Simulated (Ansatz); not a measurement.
The cluster H9Au5⁺. Charge 1, multiplicity 2. Geometry PBE-D4/def2-SVP, basis def2-TZVP, Ansatz.

```xyz
14

Au    1.979    5.210    0.591
Au   -0.945   -2.392   -0.290
Au   -1.350   -5.110   -0.246
Au   -0.311    0.261   -0.199
Au    0.727    2.777    0.131
H    -2.496   -6.508   -0.306
H     3.198    6.007    1.250
H    -0.632    2.047   -0.634
H    -0.283   -3.927    0.292
H     1.076    1.137    0.573
H     2.160    3.525    0.937
H    -2.050   -6.587   -1.019
H     0.435    4.400   -0.269
H    -1.508   -0.839   -0.813
```

```json
{"run": "A", "HOMO (eV)": "-10.17", "LUMO (eV)": "-8.09"}
{"run": "B", "HOMO (eV)": "-9.31", "LUMO (eV)": "-8.69"}
{"run": "C", "HOMO (eV)": "-9.51", "LUMO (eV)": "-8.70"}
{"run": "D", "HOMO (eV)": "-11.00", "LUMO (eV)": "-7.25"}
{"run": "E", "HOMO (eV)": "-9.28", "LUMO (eV)": "-8.80"}
```

In the def2 sets Au takes a core potential; there is no spin–orbit coupling. In the doublet, H6 and H12 lie 0.84 Å apart (atoms count from 1), so H2 has formed as a molecule. The structure comes from a short search, and lower isomers may exist.

HOMO and LUMO are taken over both spins.

Problem. The runs used B97M-V, BHLYP, PBE, PBE0, r2SCAN. Estimate which is which.

Solution. A PBE0 (25 % exact exchange); B B97M-V (0 % exact exchange); C r2SCAN (0 % exact exchange); D BHLYP (50 % exact exchange); E PBE (0 % exact exchange). Exact exchange lowers occupied and raises empty levels; among semilocal functionals meta-GGAs tend to open the gap a little, and such runs are hard to tell apart. The gap grows from 0.48 eV (PBE) to 3.75 eV (BHLYP).
